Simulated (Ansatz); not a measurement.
Reaction (redistribution): `CC[O][GeH]([O]C)[O]C` + `[F][Ti]([F])([F])[F]` → `C[O][GeH]([F])[O]C` + `CC[O][Ti]([F])([F])[F]`

Gas-phase electronic energies from Ansatz, PBE0-D4/def2-TZVP geometries. CBS: MP2 limit from def2 TZ/QZ plus the TZ coupled-cluster correction, frozen cores. Functionals use def2-TZVPP. B3LYP here is the variant with VWN-RPA as its local correlation; programs differ in this. For Ge, Ti outer-core shells are correlated without core-valence functions, which leaves a few kJ/mol of doubt a bond. Scalar relativity is left out up to krypton. One conformer a species, not always the lowest.

| level | ΔE (kJ/mol) | difference from CCSD(T)/CBS |
| --- | --- | --- |
| r2SCAN-D4 | -12.7 | 6.6 |
| ωB97M-V | -11.7 | 7.6 |
| B3LYP | -21.9 | -2.6 |
| MP2/def2-TZVPP | -18.1 | 1.2 |
| SCS-MP2/def2-TZVPP | -17.9 | 1.4 |
| CCSD/def2-TZVPP | -15.1 | 4.2 |
| CCSD(T)/def2-TZVPP | -15.8 | 3.5 |
| SCS-MP2/def2-QZVPP | -19.7 | -0.4 |
| HF/CBS(def2) | -22.3 | -3.0 |
| MP2/CBS(def2) | -21.5 | -2.2 |
| CCSD(T)/CBS | -19.3 | 0 |

Largest T1 diagnostic among the species: 0.023, so the coupled-cluster value is less sure than usual.

The D4 term adds +4.0 kJ/mol with B3LYP and +2.6 kJ/mol with PBE0; it sums over pairs of atoms, weighted by their polarisabilities, and B3LYP, whose exchange is more repulsive, gets the larger term. In def2-TZVPP, CCSD(T) changes the Hartree–Fock value by +6.6 kJ/mol (the triples alone add −0.7 kJ/mol) and MP2 by +4.4 kJ/mol.
